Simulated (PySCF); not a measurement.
## Levels of Ca⁹⁺ from EOM-EA-GCCSD

Reference: closed-shell Ca¹⁰⁺, [Ne]; one electron is added. Calculated with PySCF 2.14, two-component X2C-1e with screened spin-orbit coupling, an uncontracted even-tempered set (18 s from 0.3 bohr⁻², ratio 2.6; 12 p from 0.39 bohr⁻², ratio 2.6; 6 d from 0.4 bohr⁻², ratio 2.8; 3 f from 17 bohr⁻², ratio 2.8); frozen 1s2; the 44 highest virtual spinors dropped; of the others 44 kept and the rest restored at second order. No Breit or QED terms. Binding energies in eV.

```
level  Koopmans  second order  EOM-CCSD
3s1/2    210.61        211.16    211.16
3p1/2    189.03        189.57    189.58
3p3/2    188.38        188.92    188.92
3d3/2    158.83        159.17    159.17
3d5/2    158.78        159.11    159.12
```

Electric-dipole lines between these computed levels:

```csv
lower,upper,ΔE (eV),vacuum wavelength (nm)
3s1/2,3p1/2,21.582,57.45
3s1/2,3p3/2,22.240,55.75
3p1/2,3d3/2,30.409,40.77
3p3/2,3d3/2,29.752,41.67
3p3/2,3d5/2,29.807,41.60
```

For comparison, the ionisation energy of Ca⁹⁺ is 211.28 eV (semi-empirical (NIST evaluation); NIST Atomic Spectra Database, ionization energies).

Only part of the computed levels is shown.

The screened spin-orbit operator tends to give fine-structure splittings of light species too large.
